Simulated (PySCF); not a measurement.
Orbital energies and ionisation energy

Compound: C₂H₁₁NSi₄.
Cartesian coordinates in Å at the PBE0-D3(BJ)/def2-SVP level; atoms count from 1:
```xyz
18
C2H11NSi4 angstrom
N     -5.064   -0.560    0.221
C     -3.922   -0.408    0.343
C     -2.497   -0.185    0.458
Si    -1.839    1.039   -0.861
Si     0.472    1.244   -0.525
Si     1.441   -0.892   -0.629
Si     3.753   -0.738   -0.280
H     -1.962   -1.144    0.355
H     -2.263    0.210    1.460
H     -2.111    0.466   -2.213
H     -2.566    2.335   -0.715
H      0.733    1.829    0.830
H      1.084    2.139   -1.555
H      1.140   -1.506   -1.961
H      0.813   -1.753    0.426
H      4.002   -0.155    1.074
H      4.343    0.169   -1.311
H      4.413   -2.077   -0.367
```

Level: B3LYP/def2-SVPD (PySCF). Frontier orbitals with their largest atomic shares (Löwdin; up to four atoms above 4 %):

```csv
orbital,ε (eV),main atoms
HOMO−3,-9.12,"Si5 19 %, Si4 17 %, N1 13 %, C2 9 %"
HOMO−2,-8.83,"Si6 30 %, Si7 18 %, Si5 10 %, H14 9 %"
HOMO−1,-8.56,"N1 24 %, C2 17 %, Si5 14 %, C3 12 %"
HOMO,-7.80,?
LUMO,-0.97,"Si4 18 %, Si5 18 %, Si6 16 %, Si7 14 %"
LUMO+1,-0.56,"Si5 22 %, Si4 16 %, Si6 10 %, H13 9 %"
LUMO+2,-0.46,"Si5 20 %, Si6 18 %, H15 10 %, Si7 10 %"
```

Task: What vertical ionisation energy does ΔSCF give, and how far is −ε(HOMO) from it?

Result: ΔSCF: 9.49 eV (915 kJ/mol; threshold wavelength 131 nm); ⟨S²⟩ of the doublet left behind is 0.756, against 0.75 for a pure doublet. −ε(HOMO) is 7.80 eV, 1.69 eV below it. In exact Kohn–Sham theory the two would be equal; B3LYP (global hybrid, 20 % exact exchange) falls short of its own ΔSCF value by 18 %. Holes in the HOMO−1 and HOMO−2 were tried too where these lie within 1.2 eV of the HOMO; the lowest converged state counts.

Task: On which atoms does the HOMO lie?

Result: Si5 (SiH2 silicon) 23 %, Si6 (SiH2 silicon) 22 %, Si4 (SiH2 silicon) 16 %, Si7 (SiH3 silicon) 16 %, so no atom holds as much as 40 %. The HOMO−1 lies 0.76 eV lower.

Task: What kinetic energy would electrons from this vertical process carry with 118.2 nm light (10.49 eV)?

Result: 10.49 − 9.49 = 1.00 eV.

Task: With α = 154.2 au, estimate the like-pair dispersion coefficient by London's formula C6 = (3/4)α²I.

Result: I = 0.3487 Eh, so C6 ≈ 6220 au, a rough estimate.

Task: What total energies stand behind the ΔSCF value?

Result: E(N) = -1295.16535 Eh and E(N − 1) = -1294.81666 Eh at the same geometry, 0.34869 Eh apart.

Geometry: PBE0-D3(BJ)/def2-SVP, one conformer, isolated molecule.

These values come from a run that also computed excited states and ΔSCF ions. Time: 5.9 min; peak memory 1.2 GiB. Hardware: an Arm Neoverse V2 with one thread, no GPU, shared host.
